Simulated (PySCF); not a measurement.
# Orbital picture of GeI⁺

M06 at R = 2.422 Å; basis Ge cc-pVDZ-PP with ECP10, I cc-pVDZ-PP with ECP28; scalar-relativistic core potentials; PySCF 2.14. State: ¹Σ⁺ (singlet), closed shell. Only the outer orbitals are listed, counted within each symmetry, core potentials removing the inner ones.

```
orbital  occ.  ε (eV)  on Ge (%)           main shells (%)
     7σ     2  -25.66         15           83 I s, 11 Ge s
     8σ     2  -20.05         73   73 Ge s, 14 I s, 12 I p
     9σ     2  -14.35         45  54 I p, 30 Ge p, 14 Ge s
     5π     2  -13.90         15           85 I p, 14 Ge p
     5π     2  -13.90         15           85 I p, 14 Ge p
     6π     0   -8.96         85           85 Ge p, 14 I p
     6π     0   -8.96         85           85 Ge p, 14 I p
    10σ     0   -5.92         71           70 Ge p, 27 I p
```

Question: Which are the highest filled and the lowest empty level, where do they sit, and how wide is the gap?

Answer: Highest filled 5π at -13.90 eV (in %: 85 I p, 14 Ge p); lowest empty 6π at -8.96 eV (in %: 85 Ge p, 14 I p); the gap at M06 is 4.94 eV.

The bond order (Mayer) is 1.87. The ⟨S²⟩ is 0.000, the charge on Ge (Mulliken, basis-dependent) is 0.73 and the charge on Ge (Löwdin, basis-dependent) is 0.61. The dipole moment (positive dipole points towards I; it is taken about the centre of mass and depends on that origin) is -3.90 D.

Spin–orbit coupling is left out.
